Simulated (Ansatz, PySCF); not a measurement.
Reaction (SMILES): [CH2][Si](C)(N)N → [Si](C)(C)(N)[NH]

Wanted: isomerisation energy (electronic), in kcal/mol. Terms: non-relativistic; no dispersion term unless named; open shells spin-unrestricted; no spin-orbit coupling; valence correlation only. Basis-set limits of correlation are two-point, X^-3; Hartree-Fock from the larger set. First-principles rows: single points at B3LYP-D3(BJ) geometries (Ansatz, an electronic-structure program).

```tsv
species	coefficient	E at BP86/def2-SVP (PySCF), Eh	E at PBE0/def2-TZVPD (Ansatz), Eh
[CH2][Si](C)(N)N	-1	-480.42383	-480.39268
C[Si](C)([NH])N	+1	-480.41072	-480.37745
```

Coupled cluster (Ansatz) is a level with limits of its own, used here on species with T1 under 0.025 (0.045 for open shells) and stable references: CCSD(T)/CBS(cc-pV(T+d)Z,cc-pV(Q+d)Z). Value to compare with, CCSD(T)/CBS(cc-pV(T+d)Z,cc-pV(Q+d)Z) (Ansatz): 11.1 kcal/mol. 1 Eh = 627.5095 kcal/mol.

### Question
Compute it at each level from the table, and compare with CCSD(T)/CBS(cc-pV(T+d)Z,cc-pV(Q+d)Z) (Ansatz).

### Answer

- BP86/def2-SVP: the sum of coefficient times E is 0.01311 Eh, or 8.23 kcal/mol. Result: 8.2 kcal/mol. Its difference against CCSD(T)/CBS(cc-pV(T+d)Z,cc-pV(Q+d)Z) (Ansatz) is -2.9 kcal/mol.
- PBE0/def2-TZVPD: the sum of coefficient times E is 0.01523 Eh, or 9.56 kcal/mol. Result: 9.6 kcal/mol. Its difference against CCSD(T)/CBS(cc-pV(T+d)Z,cc-pV(Q+d)Z) (Ansatz) is -1.5 kcal/mol.
